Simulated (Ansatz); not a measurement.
`CO[SiH](F)[SiH3]` + PH₃ → `F[SiH]([SiH3])P` + CH₃OH at 700 K and 1 bar (ligand exchange at the Si–O bond).

Isolated molecules relaxed with PBE0-D4/def2-TZVP in Ansatz; ΔE leaves out vibrations. CCSD(T)/CBS adds triple-zeta CCSD(T) − MP2 to the extrapolated MP2 energy (def2 sets, frozen cores). This one scheme is used for every species. One conformer a species, not always the lowest.

| species | CCSD(T)/CBS energy (Eh) | H − E (kJ/mol) | S (J/(mol·K)) |
| --- | --- | --- | --- |
| `CO[SiH](F)[SiH3]` | -795.47815 | 298.9 | 517.4 |
| PH₃ | -342.72256 | 91.5 | 248.3 |
| `F[SiH]([SiH3])P` | -1022.55000 | 226.2 | 489.5 |
| CH₃OH | -115.61712 | 170.8 | 288.5 |

H − E and S are ideal-gas, rigid-rotor, harmonic terms from PBE0-D4/def2-TZVP, for one conformer and one mirror image of each species. 1 Eh = 2625.50 kJ/mol, R = 8.31446 J/(mol·K).

Question: By hand: ΔE, ΔH, ΔS and ΔG.

Answer: ΔE = (-1022.55000) + (-115.61712) − (-795.47815) − (-342.72256) = 0.03359 Eh = 88.2 kJ/mol. Δ(H − E) = 226.2 + 170.8 − 298.9 − 91.5 = 6.6, so ΔH = 94.8 kJ/mol. ΔS = 489.5 + 288.5 − 517.4 − 248.3 = 12.3 J/(mol·K). ΔG = 94.8 − 700 × (12.3)/1000 = 86.2 kJ/mol.

Question: By hand: the equilibrium constant, and the temperature at which ΔG would vanish if ΔH and ΔS stayed fixed.

Answer: log₁₀ K = −ΔG/(RT ln 10) = -6.4. ΔG = 0 at ΔH/ΔS = 7707 K, far beyond where these terms or the molecules hold.

The number of gas molecules stays the same, so ΔS is small and ΔH decides. A doubt of 5 kJ/mol in ΔE shifts log₁₀ K by 0.4 here. Other conformers and mirror images would add mixing entropy, several J/(mol·K) or more a flexible species. These are equilibria of isolated gas molecules and say nothing of rates. Largest T1 diagnostic: 0.014 (customary marks: 0.02 for closed shells, 0.045 for open ones).
